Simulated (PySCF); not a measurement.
SeH₄: from structure and modes to constants

Method: PySCF, PBE0, basis Se def2-TZVP, H def2-TZVP (no relativity, density fitting).

The singlet minimum has C4v symmetry. Masses (u): Se 79.91652, H 1.00782.

```xyz
5
charge 0 multiplicity 1, angstrom
Se   -0.0222    0.0000    0.0000
H     0.4396   -1.0426   -1.0426
H     0.4396    1.0426    1.0426
H     0.4396   -1.0426    1.0426
H     0.4396    1.0426   -1.0426
```

Harmonic wavenumbers (cm⁻¹): 372.3 (b1, ×1), 820.3 (a1, ×1), 1301.8 (e, ×2), 1521.9 (b2, ×1), 1837.7 (b1, ×1), 1882.4 (e, ×2), 2113.3 (a1, ×1).

(1) What is the harmonic zero-point energy?

(2) Find the vibrational entropy and heat capacity at 298.15 K.

## Answers

(1) Half the sum of all 9 wavenumbers, 13034/2 = 6517 cm⁻¹, which is 78.0 kJ/mol (1 cm⁻¹ = 0.0119627 kJ/mol).

(2) With u = 1.43878 ω/T, each mode gives S = R[u/(eᵘ−1) − ln(1−e⁻ᵘ)] and C = R u² eᵘ/(eᵘ−1)².
```json
{"ω (cm⁻¹)": "372.3", "u": "1.797", "S (J/(mol K))": "4.48", "C (J/(mol K))": "6.40"}
{"ω (cm⁻¹)": "820.3", "u": "3.958", "S (J/(mol K))": "0.80", "C (J/(mol K))": "2.59"}
{"ω (cm⁻¹)": "1301.8 (×2)", "u": "6.282", "S (J/(mol K))": "0.11", "C (J/(mol K))": "0.62"}
{"ω (cm⁻¹)": "1521.9", "u": "7.344", "S (J/(mol K))": "0.04", "C (J/(mol K))": "0.29"}
{"ω (cm⁻¹)": "1837.7", "u": "8.868", "S (J/(mol K))": "0.01", "C (J/(mol K))": "0.09"}
{"ω (cm⁻¹)": "1882.4 (×2)", "u": "9.084", "S (J/(mol K))": "0.01", "C (J/(mol K))": "0.08"}
{"ω (cm⁻¹)": "2113.3", "u": "10.198", "S (J/(mol K))": "0.00", "C (J/(mol K))": "0.03"}
```
The sums over all modes are S = 5.6 and C = 10.8 J/(mol K); the softest mode gives 80 % of the entropy (each member, where degenerate).

Only a few start shapes were tried, so a lower isomer may exist.
